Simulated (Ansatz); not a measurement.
Cl$_{3}$Sc, charge -1, doublet, at a GFN2-xTB geometry (such geometries of metal compounds can be far from the true shape) (the multiplicity is a formal guess) (a gas-phase anion, which may not be bound at this level); SC-NEVPT2/6-31G, CASSCF(5,6) (Ansatz, a program for electronic structure).

Input for Ansatz:
Ansatz 0.2 input:
```yaml
crystal:
  periodic: [false, false, false]
  atoms:
    - {symbol: Sc, position_ang: [-0.00000000, -0.00000000, -0.00000000]}
    - {symbol: Cl, position_ang: [2.17158113, -0.39150534, -0.62424371]}
    - {symbol: Cl, position_ang: [-0.82319445, -0.92646075, 1.92944101]}
    - {symbol: Cl, position_ang: [-1.34838668, 1.31796610, -1.30519730]}
basis:
  gaussian:
    orbitals: 6-31G
total_charge: -1
correlation: {method: sc_nevpt2, electrons: all, active_space: {window: {electrons: 5, orbitals: 6}}}
magnetization: {spin_polarized: false, initial_magnetization: 1}
```

What the program printed (banner, timings and long lists left out):

```
Functional definition: HF
820 factors; integrals over basis functions are off by at most 3.5e-4 eV
mean field evaluation 1: about -58186.4050 eV, gradient 2.1e1 eV
mean field evaluation 2: about -58186.4171 eV, gradient 2.1e1 eV
mean field evaluation 4: about -58190.0187 eV, gradient 4.1e0 eV
mean field evaluation 8: about -58190.4107 eV, gradient 2.8e-1 eV
mean field evaluation 16: about -58190.4089 eV, gradient 2.4e-1 eV
mean field evaluation 32: about -58189.7584 eV, gradient 5.7e-1 eV
mean field -58190.41075412 eV, -2138.4581523369 hartree, gradient 9.3e-6 eV, S^2 0.750000; 5 other end points of the search recorded, 0 dependent functions left out
reference -58190.41075412 eV, -2138.4581523369 hartree; 37, 36 occupied and 31, 32 virtual orbitals, 820 factors
state -58190.87142119 eV, -2138.4750815395 hartree
state -58190.87142119 eV, -2138.4750815395 hartree; corrected -58198.78708401 eV, -2138.7659767825 hartree
state -58190.86920312 eV, -2138.4750000269 hartree
state -58190.86920312 eV, -2138.4750000269 hartree; corrected -58198.78524791 eV, -2138.7659093070 hartree
state -58190.87142119 eV, -2138.4750815395 hartree; corrected -58198.78708401 eV, -2138.7659767825 hartree
state -58190.70914216 eV, -2138.4691178950 hartree
state -58190.70914216 eV, -2138.4691178950 hartree; corrected -58198.86153249 eV, -2138.7687127140 hartree
state -58190.70914216 eV, -2138.4691178950 hartree; corrected -58198.86153249 eV, -2138.7687127140 hartree
the orbitals are reached from a further start. From the first start the search ends at -58190.87134774 eV, -2138.4750788403 hartree
WARN: the results are in doubt because another end's mean lies 0.162 eV lower, and its corrected mean 0.074 eV higher
Total energy: -58198.86153249 eV, -2138.7687127140 hartree
In doubt: another end's mean lies 0.162 eV lower, and its corrected mean 0.074 eV higher
```
